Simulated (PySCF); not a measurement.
## Static response to an electric field

Species: C2H3F3GeS.
Atom-mapped SMILES: `[F:1][C:2]([F:3])=[C:4]([F:5])[GeH2:6][SH:7]` (hydrogens: H8, H9 on Ge6; H10 on S7)

Structure used (PBE0-D3(BJ)/def2-SVP), in Å, numbered top down from 1:
```
atom  x, y, z in Å
F1    -2.321   -1.852    0.084
C2    -1.372   -0.992    0.335
F3    -1.008   -1.021    1.596
C4    -0.804   -0.174   -0.554
F5    -1.224   -0.235   -1.825
Ge6    0.637    1.071   -0.137
S7     2.628    0.099   -0.354
H8     0.451    1.592    1.294
H9     0.601    2.183   -1.189
H10    2.464   -0.692    0.729
```

Level: CAM-B3LYP/def2-SVPD (PySCF), static field, nuclei fixed, core orbitals frozen in the response. The polarisability tensor in these axes (au):

```
x   90.08  6.42 -3.38
y    6.42 74.77 -4.57
z   -3.38 -4.57 71.22
```

Q: Diagonalise the tensor; give its mean and Δα, where Δα² is half the sum of the squared differences of the eigenvalues.

A: Principal values 68.05, 74.58 and 93.45 au; mean 78.69 au = 11.66 Å³ = 12.97 × 10⁻⁴⁰ C²·m²/J; Δα = 22.84 au (29 % of the mean).

Q: What is the dipole moment, and where does it point?

A: (-0.03, 0.88, 1.22) D, 1.50 D in size, pointing from the negative to the positive side. Measured along this direction, the outermost atoms are F5 at the negative end and H8 at the positive end.

Q: What depolarisation ratio follows for Rayleigh scattering of linearly polarised light, taking the static tensor?

A: ρ = 3Δα²/(45ᾱ² + 4Δα²) = 1565.1/(278668 + 2086.8) = 0.00557.

Q: Traceless (Buckingham) quadrupole moment about the centre of nuclear charge: eigenvalues?

A: -5.67, -1.04, 6.71 D·Å. The values depend on the origin, since the dipole doesn't vanish. The electronic extent ⟨r²⟩ about the same centre is 1443 bohr², a root-mean-square distance of 2.12 Å for the 90 electrons.

Q: What would n − 1 = 2πNα be for an ideal gas of these molecules at 350 K and 1 atm, electronic part alone?

A: N = p/kT = 2.0968 × 10¹⁹ cm⁻³, so n − 1 = 2π × N × 11.66 × 10⁻²⁴ cm³ = 1536 × 10⁻⁶ at long wavelengths, for an ideal gas.

Isolated species at its PBE0-D3(BJ)/def2-SVP geometry (one conformer only). The calculation is non-relativistic, for germanium too.
